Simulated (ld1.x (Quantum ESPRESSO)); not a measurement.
# An all-electron radial function and its pseudo partner (Hf (Z = 72))

Columns: radius, all-electron u(r) and pseudo u(r) of the 5d shell (level -3.19 eV) of hafnium in the configuration [Xe] 4f14 5d2 6s1.75 6p0.25; LDA (PZ), scalar-relativistic, TM scheme, ld1.x (Quantum ESPRESSO) 7.5.

```csv
r (bohr),all-electron,pseudo
0.180,0.0992,0.0051
0.360,-0.2586,0.0378
0.540,-0.1778,0.1139
0.720,0.0790,0.2297
0.900,0.3147,0.3643
1.080,0.4822,0.4902
1.260,0.5858,0.5857
1.440,0.6410,0.6426
1.620,0.6625,0.6651
1.800,0.6615,0.6632
1.980,0.6461,0.6466
2.160,0.6218,0.6218
2.340,0.5923,0.5923
2.520,0.5603,0.5603
2.700,0.5271,0.5271
2.880,0.4940,0.4940
3.060,0.4615,0.4615
3.240,0.4301,0.4301
3.420,0.4000,0.4000
3.600,0.3713,0.3713
3.780,0.3442,0.3442
3.960,0.3186,0.3186
4.140,0.2947,0.2947
4.320,0.2722,0.2722
4.500,0.2512,0.2512
4.680,0.2317,0.2317
```

(1) How many radial nodes do the two functions have?

(2) At about which radius was the pseudo-wave matched?

(3) Where does each function peak?

(4) Is the pseudo-wave norm-conserving?

Results:

(1) The all-electron 5d function has n − l − 1 = 2; the pseudo-wave has 0, since the states of the same l below it are removed with the core.

(2) 2.40 bohr. The columns agree to 0.0005 from 1.98 bohr on; several derivatives are matched, so the curves merge somewhat inside the radius.

(3) Outermost all-electron maximum near 1.62 bohr, pseudo maximum near 1.62 bohr (to the table’s step).

(4) Yes: the TM scheme keeps the norm inside the radius equal to the all-electron one, which fixes the energy derivative of the logarithmic derivative at the level.
